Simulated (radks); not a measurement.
Ionisation of the krypton ion Kr+, [Ar] 3d10 4s2 4p5, to [Ar] 3d10 4s2 4p4 as the strength of local exchange is varied. All-electron calculation, scalar-relativistic Kohn-Sham, Slater X-alpha exchange (alpha = 2/3 is LDA exchange), no correlation, spin-polarised, spherical densities, point nucleus; open shells are filled with parallel spins first. Program: a radial shooting solver on a logarithmic mesh with Libxc functionals.

\begin{tabular}{lrrrrr}
alpha & E(Kr+) (hartree) & exchange (hartree) & IE (eV) & -e of the level emptied (eV) & <r> of it (bohr) \\ \hline
0.556 & -2768.28157 & -74.15140 & 21.570 & 16.379 (4p) & 1.887 \\
0.647 & -2780.45747 & -86.65042 & 22.770 & 17.541 (4p) & 1.854 \\
0.667 & -2783.14034 & -89.41108 & 23.038 & 17.802 (4p) & 1.847 \\
0.768 & -2796.72651 & -103.42737 & 24.417 & 19.145 (4p) & 1.813 \\
0.799 & -2800.90913 & -107.75448 & 24.848 & 19.566 (4p) & 1.803 \\
0.916 & -2816.74844 & -124.19181 & 26.510 & 21.196 (4p) & 1.766 \\
0.977 & -2825.03994 & -132.82811 & 27.397 & 22.070 (4p) & 1.747 \\
\end{tabular}

NIST Atomic Spectra Database: 24.360 eV (measured). The Delta-SCF value meets it near alpha = 0.76. Open shells are spherical and high-spin; term and fine-structure splittings are not resolved.
